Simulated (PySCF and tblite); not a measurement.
The numbers below are computed, except where a source is named.
Rearrangement: stationary points, barriers and rates

System: C₆H₇NO₂, numbered as in [CH3:1][c:2]1[cH:3][cH:4][nH:5][c:6]1[C:7](=[O:8])[OH:9].

Motion: shift of H on O9 from O9 to O8. Geometries: PBE0-D3(BJ)/def2-SVP; energies: PBE0/pcSseg-1 + D3(BJ); zero-point and thermal terms from GFN2-xTB harmonic modes (soft modes blended into free rotors). Rate constants are transition-state-theory values, counting equivalent paths, without tunnelling. Programs: tblite and PySCF.

| point | symmetry | E(GFN2) kcal/mol | E(DFT) kcal/mol | ZPE change kcal/mol | lowest mode cm⁻¹ | dipole D |
| --- | --- | --- | --- | --- | --- | --- |
| start | Cs | 0.0 | 0.0 | 0.00 | 56 | 1.12 |
| saddle | Cs | 32.0 | 31.6 | -3.05 | 1758i | 3.00 |
| end | Cs | 0.0 | 0.8 | 0.00 | 51 | 2.94 |

* Electronic barrier: 31.6 kcal/mol
* Barrier with zero-point energy: 28.5 kcal/mol
* ΔH‡ (298 K): 28.4 kcal/mol
* ΔS‡ (298 K, symmetry apart): -0.8 cal/(mol K)
* Paths: 1 equivalent path
* End point: a different minimum
* Cost: 5.5 min on 1 thread of Arm Neoverse V1, on a host shared with other jobs (rough), peak memory 0.87 GiB, launched as `OMP_NUM_THREADS=1 python ens_run.py task.json out`

```tsv
T/K	ΔG‡ kcal/mol	k s⁻¹	ΔG kcal/mol	k back s⁻¹
500	28.8	2.7	0.8	6.3
```

ΔG and ΔG‡ leave out symmetry numbers and mirror images; rates count paths: 1 out, 1 back.

Tunnelling of the moving H, left out here, will speed the real process. In real samples such hydrogens mostly exchange between molecules or through solvent, far faster than by this path.
